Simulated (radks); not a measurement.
Task: These are the eigenvalues of the occupied orbitals of an atom or ion with whole-number occupations (eV). Calculated with a radial shooting solver on a logarithmic mesh with Libxc functionals: Dirac Kohn-Sham, PBE, spin-unpolarised, spherical densities, point nucleus.

1s1/2: -31657.87
2s1/2: -4897.192
2p1/2: -4591.356
2p3/2: -4316.884
3s1/2: -1015.000
3p1/2: -889.3554
3p3/2: -838.1375
3d3/2: -616.7574
3d5/2: -606.0391
4s1/2: -211.5034
4p1/2: -167.8378
4p3/2: -157.7659
4d3/2: -87.3142
4d5/2: -85.7015
5s1/2: -48.1287
5p1/2: -36.8264
5p3/2: -35.3431

Which element is it, and in what charge state? The configuration may be excited. Open shells, if any, are shared by 2j + 1.

Result: Z = 52, tellurium, charge +3: Te3+ in [Kr] 4d8 5s2 5p3. The list shows which subshells hold electrons but not how many an open one holds; the 1s level, -1163.4 hartree, gives Z - s = 48.2 by -(Z - s)^2/2, which with screening and relativity narrows Z to a few neighbours, and the depths of the outer levels then fix element, charge and occupations together.
